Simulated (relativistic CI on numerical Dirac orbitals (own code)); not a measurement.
**Rh37+: sensitivity of the levels to the model**

Base calculation: Dirac-Coulomb-Breit CI, KLI orbitals optimised for each configuration, QED by a radiative potential, unscaled Slater integrals.

CI space (outside the closed core 1s2): 2s²2p⁴, 2s2p⁵, 2p⁶, 2p⁵3s, 2p⁵3p, 2p⁵3d, 2s²2p³3s, 2s²2p³3p, 2s²2p³3d, 2s2p⁴3s, 2s2p⁴3p, 2s2p⁴3d, 2s²2p³4s, 2s²2p³4p, 2s²2p³4d, 2s²2p³4f. Levels of other configurations are missing.

Variants: (1) only the first 3 configurations; (2) one mean potential for all configurations. Shifts of the energy above 2s²2p⁴ ³P2, in eV, for the lowest level and the first level of each name with at least 55 % of one term (blank where a level changes its place among those of its configuration and J or its character, or is not in the variant):

```tsv
Level	Base	Δ(1)	Δ(2)
2s²2p⁴ ³P2	0.00	0.00	0.00
2s²2p⁴ ¹S0	28.77	-0.32	-0.01
2s²2p⁴ ³P1	146.52	-0.01	+0.04
2s²2p⁴ ¹D2	161.50	-0.03	+0.03
2s²2p⁴ ³P0	318.76	-0.24	+0.07
2s2p⁵ ³P°2	352.57	+0.17	+0.09
2s2p⁵ ³P°1	392.13	+0.39	+0.09
2s2p⁵ ³P°0	505.47	+0.17	+0.09
2s2p⁵ ¹P°1	536.17	+0.45	+0.09
2p⁶ ¹S0	776.21	+1.13	+0.25
2s²2p³3p ³P0	3117.03		+1.56
2s²2p³3s ³D°3	3140.61		+1.65
2s²2p³3s ¹D°2	3145.48		+1.73
2s²2p³3s ³P°0	3164.60		+1.34
```

At this charge energies of transitions that change n are usually good to better than 1 %, and those within a shell (Δn = 0) to a few per cent.

Ionisation energy from the two ground configurations alone: base 5402.69 eV. The NIST ASD value (semi-empirical) is 5406 eV.

LS names give the leading component of a level, which can be under half, so a name can repeat, a term be missing and a line seem to break the LS rules.
